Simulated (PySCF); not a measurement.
# Vibration and rotation of MoH

ROHF-CCSD(T) constants of MoH, ⁶Σ⁺ (sextet), unpaired electrons σ ↑, π ↑↑, δ ↑↑ (Mo def2-TZVPPD with ECP28, H def2-TZVPPD; scalar-relativistic core potentials (PySCF 2.14); masses 97.9054 and 1.0078 u):

```
ωe                     : 1780.4 cm⁻¹
ωexe                   : 30.2 cm⁻¹
Be                     : 5.7269 cm⁻¹
αe                     : 0.146 cm⁻¹
De to Mo (4d5 5s1) + H : 2.43 eV
```

**Question.** What force constant and bond length do these constants imply?

**Answer.** Reduced mass μred = 0.99756 u; k = 5.8918×10⁻⁷·μred·ωe² (u, cm⁻¹, mdyn/Å) = 1.86 mdyn/Å; Re = √(16.8576/(μred·Be)) (u, cm⁻¹, Å) = 1.718 Å.

**Question.** Estimate the centrifugal constant D from the Kratzer relation and find the Dunham coefficient a1.

**Answer.** D = 4Be³/ωe² = 0.000237 cm⁻¹; a1 = −1 − αeωe/(6Be²) = -2.32.

Correlated steps freeze no core orbitals. These are scalar-relativistic numbers at best; spin–orbit coupling would shift them, the dissociation energy most. The state is the lowest single determinant that the PBE0 search found; with open d or f shells the true ground state can be another one.
